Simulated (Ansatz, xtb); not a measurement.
## Ranking isomers of C2H6GeOS

3 gas-phase structures of C2H6GeOS, from a drawn sample of its isomers (lower ones may exist). Each was relaxed with GFN2-xTB; where two conformers were screened, the lower at r2SCAN-D4/def2-SVP is listed:

A. `S[C@@H]1O[C@H]1[GeH3]`, a singlet
B. `S[C@@H]1O[C@@H]1[GeH3]`, a singlet
C. `S[C@@]1([GeH3])CO1`, a singlet

Question: Make a reasoned guess at their ranking by r2SCAN-D4/def2-SVP single-point energy.

Answer: Calculated order at r2SCAN-D4/def2-SVP: C (0.0), A (1.6), B (4.6) kcal/mol.

Energies above the lowest of each column, in kcal/mol; the last columns are at PBE0-D3(BJ)/def2-SVP geometries:

```json
{"structure": "C", "GFN2-xTB": "0.0", "HF/STO-3G": "1.1", "r2SCAN-D4/def2-SVP": "0.0", "PBE0-D3(BJ)/def2-SVP": "0.0", "CCSD(T)/def2-SVP + ΔMP2/def2-TZVPP": "0.0"}
{"structure": "A", "GFN2-xTB": "1.5", "HF/STO-3G": "0.0", "r2SCAN-D4/def2-SVP": "1.6", "PBE0-D3(BJ)/def2-SVP": "1.2", "CCSD(T)/def2-SVP + ΔMP2/def2-TZVPP": "1.1"}
{"structure": "B", "GFN2-xTB": "0.6", "HF/STO-3G": "3.7", "r2SCAN-D4/def2-SVP": "4.6", "PBE0-D3(BJ)/def2-SVP": "2.8", "CCSD(T)/def2-SVP + ΔMP2/def2-TZVPP": "3.0"}
```

CCSD(T)/def2-SVP + ΔMP2/def2-TZVPP puts C lowest; HF/STO-3G picks A. Flexible structures stand in one conformer each, not always the lowest. ΔMP2 is the change of the MP2 energy from the smaller to the larger basis.

Programs: Ansatz 0.2.0, xtb 6.7.1.
